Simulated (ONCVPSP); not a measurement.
Tc (Z = 43): one change to an ONCV potential, before and after

technetium, optimised norm-conserving Vanderbilt (ONCV), made with ONCVPSP 4.0.1 (PBE, scalar-relativistic). Core [Kr], reference 4d5 5s2. Waves: 5s: rc 2.95 bohr, ncon 4, nbas 8, qcut 1.9 1/bohr, 1 projector; p scattering state at 0.25 Ha: rc 2.55 bohr, ncon 4, nbas 9, qcut 3.3 1/bohr, 2 projectors, debl 1.8 Ha; 4d: rc 1.85 bohr, ncon 4, nbas 8, qcut 9.8 1/bohr, 2 projectors, debl 3 Ha. Local part: polynomial inside 1.30 bohr (lpopt 5, dvloc0 4 Ha). Core correction: Teter function, fcfact 3, rcfact 1.75.

In the p channel the program set the typed energies aside and used 0.050, 1.850 Ha.

Change: s: nproj 3.

Cutoffs: the cutoffs (Ha) at which the residual kinetic energy of the hardest occupied pseudo-wave falls to 1 and 0.1 mHa per electron; they do not see the model core or the augmentation charge, which bear on the density cutoff. Errors are all-electron minus pseudo energies relative to the spin-unpolarised reference configuration.

Problem. What does the change do?

Solution. The potential gets neither clearly harder nor softer (24 Ha and 30 Ha → 24 Ha and 30 Ha); the bound ghost in s disappears; the lowest positive-energy flag moves from p at 47.1 eV to s at 3.6 eV; the errors of the 4 common tests hardly move; the range in which the s phases agree widens (upper end 0.7 → 3.8).

```csv
quantity,base,changed
"cutoff, loose",24 Ha,24 Ha
"cutoff, tight",30 Ha,30 Ha
bound ghosts,s,none
GHOST(+) flags under 300 eV,p at 47.1 eV,"s at 3.6 eV, p at 47.1 eV"
"error for 4d5 5s1, meV [ΔE 8.15 eV]",-67,-68
"error for 4d5 5s0, meV [ΔE 23.01 eV]",-376,-376
"error for 4d4 5s0, meV [ΔE 51.71 eV]",-808,-811
"error for 4d6 5s0, meV [ΔE 6.17 eV]",-209,-208
s: phases at 3.00 bohr within 0.05 rad from the reference energy up to (Ha; the scan ends near 5),0.7,3.8
p: phases at 2.58 bohr within 0.05 rad from the reference energy up to (Ha; the scan ends near 5),1.7,1.7
d: phases at 1.88 bohr within 0.05 rad from the reference energy up to (Ha; the scan ends near 5),to the end of the scan,to the end of the scan
"rms error of d²Exc/dni dnj with the model core, mHa",3.01,3.01
```

 A true bound ghost makes a file unfit for plane-wave use even where its test errors are small: the radial tests pick states by their node count and pass the ghost by.
